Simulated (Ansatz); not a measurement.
Basis-set extrapolation for C$_{3}$H$_{4}$BF, SMILES `C#CB(C)F` (PBE0-D4/def2-TZVP geometry, frozen core, Ansatz). Multiplicity 1, RHF reference.

```tsv
	def2-TZVPP	def2-QZVPP
HF	-240.173550	-240.183988
MP2 correlation	-0.813571	-0.874176
CCSD(T) correlation	-0.874892	not run
```

Energies in hartree. Use E(X) = E(∞) + A·exp(−7.88·√X) for Hartree–Fock and E(X) = E(∞) + B·X^(−2.97) for correlation, with X = 3 and 4, and add CCSD(T) minus MP2 of the smaller set to the MP2 limit.

Q: What is the CCSD(T) energy at the basis-set limit?

A: HF limit: -240.183988 + (-0.010438) × 0.13774 = -240.18543. MP2 limit: -0.874176 + (-0.060605) × 0.74074 = -0.91907. Higher-order term: -0.874892 − (-0.813571) = -0.06132. Total: -241.16582 hartree, 308.2 kJ/mol below CCSD(T)/def2-TZVPP.
